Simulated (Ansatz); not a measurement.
Input file for CH₃BF₂, SMILES `CB(F)F`:

```yaml
crystal:
  periodic: [false, false, false]
  atoms:
    - {symbol: C, position_ang: [-0.093557, 0.681567, -0.046386]}
    - {symbol: B, position_ang: [0.154846, -0.849253, 0.065296]}
    - {symbol: F, position_ang: [0.638882, -1.417959, 1.156600]}
    - {symbol: F, position_ang: [-0.118711, -1.667909, -0.938059]}
    - {symbol: H, position_ang: [0.268361, 1.232809, 0.820666]}
    - {symbol: H, position_ang: [0.377519, 1.081038, -0.948446]}
    - {symbol: H, position_ang: [-1.166139, 0.871806, -0.155471]}
basis:
  gaussian: {orbitals: def2-TZVPP}
correlation: {method: ccsd_t}
output: {orbitals: {seedname: orbitals}}
```

```sh
$ ansatz run in.yaml --threads 4 --pin off --events-out ev --progress --plain --max-ram 10444MiB
```

Output of Ansatz, abridged:

```
Functional definition: HF
1027 factors; integrals over basis functions are off by at most 8.6e-4 eV
mean field evaluation 1: about -7165.8802 eV, gradient 3.7e1 eV
mean field evaluation 2: about -7165.8830 eV, gradient 3.7e1 eV
mean field evaluation 4: about -7168.4263 eV, gradient 2.9e0 eV
mean field evaluation 8: about -7168.4544 eV, gradient 1.6e-4 eV
mean field -7168.45439144 eV, -263.4358399327 hartree, gradient 1.5e-6 eV, S^2 0.000000; 0 other end points of the search recorded, 0 dependent functions left out
4 core orbitals not correlated: weight in the atoms' cores, before any rotation towards them, 1.000 or more for the frozen orbitals, at most 0.000 for the correlated occupied ones
reference -7168.45439144 eV, -263.4358399327 hartree; 12, 12 occupied and 150, 150 virtual orbitals, 1027 factors
second order -20.89758338 eV of doubles, -0.00000000 eV of singles
cycle   1  -20.92455037 eV  change   -2.7e-2 eV  update   8.9e-2
cycle   2  -21.32610233 eV  change   -4.0e-1 eV  update   2.5e-2
cycle   3  -21.42112849 eV  change   -9.5e-2 eV  update   1.3e-2
cycle   4  -21.40908540 eV  change    1.2e-2 eV  update   2.8e-3
cycle   5  -21.40772193 eV  change    1.4e-3 eV  update   1.1e-3
cycle   6  -21.40831175 eV  change   -5.9e-4 eV  update   3.0e-4
cycle   7  -21.40815352 eV  change    1.6e-4 eV  update   9.5e-5
cycle   8  -21.40811803 eV  change    3.5e-5 eV  update   2.6e-5
cycle   9  -21.40812933 eV  change   -1.1e-5 eV  update   9.1e-6
perturbative correction -0.66008612 eV, -0.0242577174 hartree
Total energy: -7190.52260689 eV, -264.2468318918 hartree
```

Run time 23 s (4 threads of an Arm Neoverse V1 on a shared host); peak host memory 1.5 GiB.

The correlation energy is -22.068 eV, 3.0 % of it from (T); the T1 diagnostic reads 0.0120.
